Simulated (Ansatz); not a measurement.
The cluster Na₃Cl₃⁻. Charge -1, multiplicity 2. Geometry PBE-D4/def2-SVPD, basis def2-TZVPD, Ansatz.

```xyz
6

Na    1.104   -0.802   -0.498
Na   -2.573    2.528    0.547
Na    3.560   -4.455    0.130
Cl    2.987   -2.290   -1.233
Cl   -4.347    4.179    1.010
Cl   -0.732    0.840    0.044
```

```tsv
run	HOMO (eV)	LUMO (eV)
A	-0.95	1.46
B	-0.61	1.36
C	-0.13	0.82
D	-0.27	1.08
E	-0.14	0.64
F	-0.60	0.74
```

HSE06 is defined as in plane-wave codes, on full-range PBE exchange. Another isomer (doublet) lies 0.28 eV lower at PBE0-D4/def2-TZVPD; other spin states weren't run for this one.

HOMO and LUMO are taken over both spins.

The runs used BHLYP, HSE06, PBE, PBE0, r2SCAN, r2SCAN0. Estimate which is which.

A BHLYP (50 % exact exchange); B PBE0 (25 % exact exchange); C PBE (0 % exact exchange); D HSE06 (range-separated); E r2SCAN (0 % exact exchange); F r2SCAN0 (25 % exact exchange). Exact exchange lowers occupied and raises empty levels; among semilocal functionals meta-GGAs tend to open the gap a little, and such runs are hard to tell apart. The gap grows from 0.78 eV (r2SCAN) to 2.41 eV (BHLYP).
